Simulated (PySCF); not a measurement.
Cl₂F₄Ga₂, singlet at its PBE0/def2-SVP optimised geometry (Å):

```
8

Ga     1.3659    -1.0574    -2.1560
Ga    -0.8708    -0.2158     0.0000
Cl    -0.9499    -1.0572    -2.1561
F      1.9392     0.1454    -3.2635
F      1.9405    -2.6918    -2.1554
Cl     1.4450    -0.2158     0.0000
F     -1.4450     1.4188     0.0000
F     -1.4446    -1.4188     1.1069
```

Computed with PBE0/def2-TZVP (PySCF). Cells within 0.4 Å of a nucleus heavier than hydrogen are left out (blank, or x).

Map of the log10 of the electron density (e/bohr³), floored at −4 on the plane z = 0.0 Å:

```
|00000000000000000000000000000|
|00000001111000000000000000000|
|00000122222210000000000000000|
|00012233333321100000000000000|
|00122344554432110000000000000|
|00123456666543211000000000000|
|01234567877654321111111100000|
|01235678xx8754322222222211000|
|0124568xxx8764333333333221100|
|0134568xxx8765433444444332110|
|01235678888765444555555443210|
|01234567777665555666666543321|
|01234556677766556677777654321|
|00123456789987666778887654321|
|0012345679xx9766778xxx7765432|
|001234568xxxx866778xxx7765432|
|0012345679xx9766678xx87765432|
|00123455678876666777877654321|
|00123455666665556677776654321|
|00123455566555455566665543221|
|00123445555544444455555433210|
|00123345555443333444444332110|
|00122344444433222333333221100|
|00012233333332222222222211000|
|00001223333221111111111110000|
|00000112222111000001111000000|
|00000001111100000000000000000|
|00000000000000000000000000000|
|00000000000000000000000000000|
```
Scale: ten equal steps from -4.00 (start of '0') to 0.339 (end of '9'), in the order '0123456789'; x runs from -3.50 to 3.50, y from -3.50 (bottom) to 3.50 (top).
